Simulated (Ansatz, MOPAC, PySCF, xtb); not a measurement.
Breaking a bond: GeH, doublet.

- PM7, unrestricted, heats of formation (MOPAC)
- UKS-B3LYP/6-31G* = unrestricted B3LYP/6-31G*, spherical d run with PySCF 2.14.0
- GFN1-xTB (xtb)
- FCI = full CI/aug-cc-pVTZ, cores with 3d frozen in Ansatz (an electronic-structure program)

Energies relative to the lowest point of each curve between 1.31 and 1.91 Å, where full CI is lowest, in kJ/mol; the last columns give the difference from FCI:

| R / Å | PM7 | UKS-B3LYP/6-31G* | GFN1-xTB | FCI | PM7 − FCI | UKS-B3LYP/6-31G* − FCI | GFN1-xTB − FCI |
|---|---|---|---|---|---|---|---|
| 1.09 | 214.0 | 404.4 | 452.1 | 398.2 | -184.1 | 6.2 | 53.9 |
| 1.17 | 130.5 | 250.7 | 233.3 | 244.4 | -113.9 | 6.3 | -11.1 |
| 1.26 | 68.4 | 136.6 | 100.8 | 130.8 | -62.4 | 5.8 | -30.1 |
| 1.31 | 44.5 | 92.9 | 58.7 | 87.7 | -43.2 | 5.2 | -29.1 |
| 1.37 | 23.8 | 54.7 | 27.0 | 50.3 | -26.5 | 4.3 | -23.3 |
| 1.42 | 12.0 | 32.2 | 11.6 | 28.7 | -16.8 | 3.5 | -17.1 |
| 1.49 | 2.4 | 12.1 | 1.4 | 9.9 | -7.5 | 2.2 | -8.5 |
| 1.52 | 0.5 | 6.8 | 0.0 | 5.1 | -4.6 | 1.7 | -5.1 |
| 1.58 | 0.0 | 1.0 | 1.1 | 0.3 | -0.3 | 0.6 | 0.8 |
| 1.62 | 1.9 | 0.0 | 4.1 | 0.0 | 1.9 | 0.0 | 4.1 |
| 1.71 | 11.5 | 4.5 | 16.1 | 5.7 | 5.8 | -1.2 | 10.3 |
| 1.78 | 23.2 | 12.7 | 29.0 | 14.7 | 8.5 | -2.0 | 14.3 |
| 1.91 | 51.6 | 35.3 | 58.3 | 37.9 | 13.7 | -2.6 | 20.4 |
| 2.05 | 85.1 | 65.5 | 92.2 | 67.7 | 17.4 | -2.2 | 24.5 |
| 2.19 | 114.7 | 98.3 | 125.6 | 98.8 | 15.8 | -0.6 | 26.8 |
| 2.42 | 182.1 | 151.8 | 177.8 | 147.5 | 34.6 | 4.3 | 30.3 |
| 2.65 | 209.7 | 197.3 | 225.2 | 188.8 | 20.8 | 8.5 | 36.4 |
| 3.00 | 231.8 | 240.6 | 286.0 | 233.8 | -2.0 | 6.7 | 52.2 |
| 3.31 | 240.4 | 261.1 | 328.8 | 257.1 | -16.7 | 4.0 | 71.7 |
| 3.78 | 245.2 | 276.0 | 377.5 | 272.3 | -27.2 | 3.7 | 105.1 |
| 4.39 | 246.5 | 282.5 | 416.9 | 277.9 | -31.4 | 4.6 | 139.0 |
| 5.14 | — | 284.4 | 439.9 | 279.3 | — | 5.1 | 160.6 |

PM7 is furthest from FCI at 1.09 (-184.1 kJ/mol, below); its mean absolute difference over the points is 31.2 kJ/mol.

UKS-B3LYP/6-31G* is furthest from FCI at 2.65 (8.5 kJ/mol, above); its mean absolute difference over the points is 3.7 kJ/mol.

GFN1-xTB is furthest from FCI at 5.14 (160.6 kJ/mol, above); its mean absolute difference over the points is 39.8 kJ/mol.

A dash means that the run gave no value there, or that the column was ended at a point which the program doubted or which failed a test of continuity chosen for this set; such a test can also cut sound points.

The unrestricted determinant behind UKS-B3LYP/6-31G* is spin-contaminated at 2.65 to 5.14 Å (<S²> up to 1.8, against 0.75 for a pure doublet).
